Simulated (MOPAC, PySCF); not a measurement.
C₅H₁₀, SMILES `C1CC(C1)C`, neutral singlet in the gas phase. 

Cartesian coordinates (Å):
SMILES: CC1CCC1
```xyz
15

C      1.8485    -0.0869     0.0939
C      0.4388     0.2437    -0.3289
C     -0.5760    -0.8995    -0.5371
C     -1.6623     0.0115     0.0632
C     -0.5379     0.8470     0.7018
H      1.8461    -0.7199     0.9863
H      2.4172     0.8176     0.3281
H      2.3858    -0.6229    -0.6938
H      0.4530     0.8773    -1.2224
H     -0.7205    -1.2847    -1.5481
H     -0.3512    -1.7383     0.1282
H     -2.1848     0.5740    -0.7137
H     -2.4036    -0.4407     0.7234
H     -0.6503     1.9322     0.7340
H     -0.3026     0.4895     1.7086
```
Charge 0, multiplicity 1.

All levels are single points at this geometry (PBE0-D3(BJ)/def2-TZVP); Pople sets use spherical d functions. Orbital energies aren't observables, and empty levels follow the basis.

```csv
level,HOMO (eV),LUMO (eV),gap (eV),dipole (D),"vertical IE, Delta-SCF (eV)"
PBE-D3(BJ)/def2-TZVP in PySCF,-6.99,0.53,7.52,0.12,–
PBE0-D3(BJ)/def2-TZVP in PySCF,-8.32,1.33,9.64,0.11,–
B3LYP/6-31G* in PySCF,-7.91,2.58,10.50,0.10,10.22
BP86/6-31G* in PySCF,-6.86,1.90,8.76,0.10,–
M06-2X/6-31G* in PySCF,-9.43,3.71,13.15,0.10,–
PBE/6-31G* in PySCF,-6.75,1.94,8.69,0.10,9.88
SVWN5/6-31G* in PySCF,-6.81,1.75,8.56,0.11,–
HF/3-21G in PySCF,-11.55,7.11,18.66,0.08,–
HF/6-31G* in PySCF,-11.53,6.36,17.89,0.08,10.14
AM1 in MOPAC,-11.01,3.67,14.68,0.06,–
PM3 in MOPAC,-11.19,3.40,14.59,0.05,–
PM6 in MOPAC,-10.89,3.81,14.70,0.24,–
PM7 in MOPAC,-10.93,3.65,14.58,0.22,–
```
